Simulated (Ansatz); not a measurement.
Gas-phase electronic energies from Ansatz, PBE0-D4/def2-TZVP geometries. CCSD(T)/CBS is the MP2 limit (def2-TZVPP, def2-QZVPP) plus CCSD(T) − MP2 in def2-TZVPP, frozen cores. This one scheme is used for every species. Functionals use def2-TZVPP. B3LYP here is the variant with VWN-RPA as its local correlation; programs differ in this. HSE06 is defined as in plane-wave codes. def2 core potentials past Kr. For Sn outer-core shells are correlated without core-valence functions, which leaves a few kJ/mol of doubt a bond. Each species was taken in one conformer, which may not be the lowest.

Consider the ligand exchange at the Sn–N bond: `[NH2][Sn][OH]` + H–F → `[OH][Sn][F]` + NH₃.

Question: Is it downhill or uphill in electronic energy at CCSD(T)/CBS, and by how much? (An estimate is asked.)

Answer: Ansatz gave: Downhill: ΔE = -0.69 eV.

Question: What do these levels give: PBE-D4, B97M-V, B3LYP-D4, PBE0, HSE06, CCSD(T)/def2-SVP? (Best estimate.)

Answer: Computed: PBE-D4 -0.76, B97M-V -0.88, B3LYP-D4 -0.77, PBE0 -0.73, HSE06 -0.73, CCSD(T)/def2-SVP -0.72 eV.

Question: What do rigid-rotor, harmonic-oscillator terms from PBE0-D4/def2-TZVP frequencies (298.15 K, 1 bar) make of the CCSD(T)/CBS value? (Estimate.)

Answer: Computed: ΔZPE = +0.06 eV, ΔH = -0.65 eV, ΔS = 6 J/(mol·K), ΔG = -0.66 eV.

Largest T1 diagnostic among the species: 0.018.

The D4 term adds +0.06 eV with B3LYP and +0.03 eV with PBE0; it sums over pairs of atoms, weighted by their polarisabilities, and B3LYP, whose exchange is more repulsive, gets the larger term. In def2-TZVPP, CCSD(T) changes the Hartree–Fock value by +0.14 eV (the triples alone add +0.01 eV) and MP2 by +0.17 eV. From BLYP to BHLYP (50 % exact exchange), in def2-TZVPP and without D4, ΔE moves by +0.09 eV.
